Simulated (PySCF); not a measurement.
Trends in electronic spectra. Computed with TDDFT B3LYP/def2-SVPD, vertical, gas phase, core orbitals frozen in the response in PySCF. Geometries: PBE0-D3(BJ)/def2-SVP; one conformer of each isolated species. Triplets are in the Tamm–Dancoff approximation. 'Strongest' means the level of largest summed f among the lowest 10 singlets; it needn't be the same kind of state in each.

Task: Rank by computed HOMO–LUMO gap, highest first.
A. `C/C=C(\CF)CC(F)(F)F`
B. `C(=C(\C)CC(F)(F)F)/CF`
C. `CC(C)(F)CC(F)=C(F)F`
D. `FC(F)(F)CC1(F)CCC1`

Result: D (9.01 eV), C (7.02 eV), A (6.83 eV), B (6.52 eV).

```
             SMILES  gap (eV)  LUMO (eV)  T1 (eV)  f (strongest)  f (S1)  S1 mainly
 FC(F)(F)CC1(F)CCC1      9.01       0.20     8.00           0.04   0.035  H→L (98%)
CC(C)(F)CC(F)=C(F)F      7.02      -0.01     4.44           0.30   0.011  H→L (60%)
C/C=C(\CF)CC(F)(F)F      6.83      -0.63     4.21           0.21   0.210  H→L (60%)
C/C(=C/CF)CC(F)(F)F      6.52      -0.86     4.01           0.26   0.263  H→L (88%)
```

H and L stand for HOMO and LUMO.

- `FC(F)(F)CC1(F)CCC1`: Löwdin shares by element: HOMO carbon 55% or more, fluorine 17% or more (atoms not listed hold the other 28%); LUMO carbon 24% or more, hydrogen 22% or more (atoms not listed hold the other 54%).
- `CC(C)(F)CC(F)=C(F)F`: Löwdin shares by element: HOMO carbon 56% or more, fluorine 23% or more (atoms not listed hold the other 21%); LUMO carbon 45% or more (atoms not listed hold the other 55%).
- `C/C=C(\CF)CC(F)(F)F`: Löwdin shares by element: HOMO carbon 77% or more (atoms not listed hold the other 23%); LUMO carbon 72% or more (atoms not listed hold the other 28%).
- `C/C(=C/CF)CC(F)(F)F`: Löwdin shares by element: HOMO carbon 78% or more (atoms not listed hold the other 22%); LUMO carbon 69% or more (atoms not listed hold the other 31%).

Without π bonds the low states are Rydberg-like; a valence basis with one diffuse set may place them up to an eV too high.
